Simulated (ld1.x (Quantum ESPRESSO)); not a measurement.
# What the settings do to the TM semilocal potential of Hf (Z = 72)

Base potential:

- Element: Hf (Z = 72)
- Generator: ld1.x (Quantum ESPRESSO) 7.5
- Type: norm-conserving Troullier–Martins (semilocal form)
- Functional: PBE
- Relativity: scalar-relativistic
- Frozen core: [Kr] 4d10 4f14
- Valence charge: 12
- Reference configuration: 5s2 5p6 5d2 6s1.5 6p0 (charge +0.5)
- Partial waves: 5s (bound): rc 2.00 bohr; 5p (bound): rc 1.75 bohr; 5d (bound): rc 2.50 bohr; 5f channel at 0.3 Ry: rc 2.55 bohr
- Local potential: the f channel
- Core correction: a·sin(br)/r model core inside 0.90 bohr

Occupied shells without a wave of their own: 6s. They enter only through the test configuration that unscreens the potential, and ld1.x also counts them in the model core charge.

Cutoffs, loose and tight: the cutoffs (Ry, on a coarse ladder) from which the occupation-weighted sum of valence levels, in a spherical-Bessel basis at the reference potential, stays within 10 and 1 mRy of its value at 400 Ry. They do not see the model core or the augmentation charge, which bear on the density cutoff. Test errors are all-electron minus pseudo excitation energies from the reference, over the configurations 5s2 5p6 5d2 6s2 6p0; 5s2 5p6 5d2 6s1 6p0; 5s2 5p6 5d2 6s0 6p0; 5s2 5p6 5d3 6s0 6p0; 5s2 5p6 5d1 6s0 6p0; 5s2 5p5 5d2 6s2 6p0; 5s1 5p6 5d2 6s2 6p0. A dash means not determined; rows that change the core or the reference have their own tests. The largest error is taken over the tests solved by every variant that gives reliable tests at all: 5s2 5p6 5d1 6s0 6p0; 5s2 5p6 5d2 6s0 6p0; 5s2 5p6 5d2 6s1 6p0; 5s2 5p6 5d3 6s0 6p0.

With those shells counted twice in exchange and correlation these files are broken, and their errors move erratically; no question is asked of them.

A semilocal file is local in each channel, so a ghost entry of none says nothing of the separable form that plane-wave codes build from it.

| change | outcome | cutoff, loose | cutoff, tight | bound ghosts | largest test error (meV) |
| --- | --- | --- | --- | --- | --- |
| base | generated, misses its reference levels by 2.69 eV | 40 Ry | 70 Ry | none | -8092 |
| wave 5p (bound): rc 1.75 bohr becomes 5p (bound): rc 1.18 bohr | generated, misses its reference levels by 2.69 eV | 100 Ry | 120 Ry | none | -8113 |
| wave 5p (bound): rc 1.75 bohr becomes 5p (bound): rc 1.48 bohr | generated, misses its reference levels by 2.69 eV | 80 Ry | 100 Ry | none | -8106 |
| wave 5p (bound): rc 1.75 bohr becomes 5p (bound): rc 1.70 bohr | generated, misses its reference levels by 2.69 eV | 45 Ry | 80 Ry | none | -8095 |
| wave 5p (bound): rc 1.75 bohr becomes 5p (bound): rc 2.02 bohr | generated, misses its reference levels by 2.69 eV | 30 Ry | 50 Ry | none | -8077 |
| wave 5p (bound): rc 1.75 bohr becomes 5p (bound): rc 2.26 bohr | generated, misses its reference levels by 2.69 eV | 30 Ry | 50 Ry | none | -8068 |
| wave 5p (bound): rc 1.75 bohr becomes 5p (bound): rc 2.56 bohr | generated, misses its reference levels by 2.69 eV | 30 Ry | 50 Ry | none | -8069 |

Reading the sweep of the p radius (base included, trends over the rows without a ghost): The loose cutoff falls from 100 Ry at 1.18 to 30 Ry at 2.56 bohr. A larger radius leaves more room for a smooth pseudo-wave, so fewer plane waves are needed; a smaller one forces it to follow the all-electron wave where it bends sharply.
